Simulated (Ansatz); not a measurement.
The lowest singlet and triplet of C3H6 (SMILES C[C]C); geometries from B3LYP-D3(BJ)/def2-TZVP, each state relaxed from the structure named, with no frequency check.
Singlet at the triplet's geometry (charge 0, multiplicity 1):
```xyz
9

C      1.3472    -0.0174     0.0448
C     -0.0197     0.1809    -0.4377
C     -1.3385    -0.0620     0.1474
H      1.5511    -1.0734     0.2822
H      1.5497     0.5631     0.9587
H      2.0838     0.2915    -0.7011
H     -1.4886    -1.1239     0.3983
H     -2.1397     0.2213    -0.5398
H     -1.4900     0.5126     1.0747
```

A positive gap puts the triplet lower; no zero-point energy. R- takes a restricted singlet. U- takes an unrestricted singlet (broken symmetry where lower, unprojected). The triplet is unrestricted in single-reference levels. Active spaces average the two states.

Cores are frozen in the correlated methods.

Programs: Ansatz (Gaussian basis) for Hartree–Fock, density functionals and correlated methods. Values without a source in brackets are computed.

Task: One of these levels gives 0.316 eV for the gap E(singlet) − E(triplet), vertical, at the triplet's geometry. Which?
(A) R-PBE/def2-TZVPP
(B) U-CCSD/cc-pVTZ (spin-contaminated)
(C) SC-NEVPT2 on SA-CASSCF(2,2)/cc-pVTZ

Result: B, U-CCSD/cc-pVTZ (spin-contaminated). The others give 0.634 (R-PBE/def2-TZVPP), 0.565 (SC-NEVPT2 on SA-CASSCF(2,2)/cc-pVTZ)

Doubts at one or more of the structures used: a restricted determinant that unrestricted orbitals would lower (R-PBE/def2-TZVPP); the program's own flag: other amplitudes (U-CCSD/cc-pVTZ (spin-contaminated)).

Ansatz is a program for electronic structure.
